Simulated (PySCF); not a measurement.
PySCF 2.14 output of an unrestricted BHandHLYP calculation on a single atom or ion in dyall-av3z, with the non-relativistic Hamiltonian (point nucleus):

```
SCF conv_tol = 1e-09
number electrons alpha = 15  beta = 10
    A. D. Becke.,  J. Chem. Phys. 98, 1372 (1993)
    Defined through Gaussian implementation.
cycle= 1 E= -1150.56714757388  delta_E= -0.00999  |g|= 0.0243  |ddm|= 0.324
cycle= 2 E= -1150.56737084145  delta_E= -0.000223  |g|= 0.00878  |ddm|= 0.129
cycle= 3 E= -1150.56757946777  delta_E= -0.000209  |g|= 0.00684  |ddm|= 0.0531
cycle= 4 E= -1150.56793072919  delta_E= -0.000351  |g|= 0.0087  |ddm|= 0.0309
cycle= 5 E= -1150.56728630128  delta_E= 0.000644  |g|= 0.00219  |ddm|= 0.0646
cycle= 6 E= -1150.56728039942  delta_E= 5.9e-06  |g|= 0.000553  |ddm|= 0.0179
cycle= 7 E= -1150.56728071503  delta_E= -3.16e-07  |g|= 0.000156  |ddm|= 0.0206
cycle= 8 E= -1150.56728335887  delta_E= -2.64e-06  |g|= 0.000854  |ddm|= 0.00484
cycle= 9 E= -1150.56728070867  delta_E= 2.65e-06  |g|= 2.4e-05  |ddm|= 0.00324
cycle= 10 E= -1150.56728071634  delta_E= -7.67e-09  |g|= 3.01e-05  |ddm|= 0.00184
cycle= 11 E= -1150.56728071388  delta_E= 2.46e-09  |g|= 2.08e-05  |ddm|= 4.91e-05
cycle= 12 E= -1150.56728071285  delta_E= 1.03e-09  |g|= 3.84e-06  |ddm|= 0.000266
cycle= 13 E= -1150.56728071315  delta_E= -3.07e-10  |g|= 2.04e-06  |ddm|= 0.000117
converged SCF energy = -1150.56728071315  <S^2> = 8.7533879  2S+1 = 6.0011292
```

The run itself started from symmetry-adapted Hartree-Fock orbitals and held the occupation by maximum overlap, on a logarithmic radial grid, so the iterations belong to that start.

**Question.** Which element, charge and spin multiplicity is this?

**Answer.** Mn (manganese, neutral), multiplicity 6; the state was [Ar] 3d4 4s2 5s1, high-spin 6D determinant (an excited configuration).

The outer electron is Rydberg-like, and this basis confines it to a smaller radius and binds it less than a complete one would.
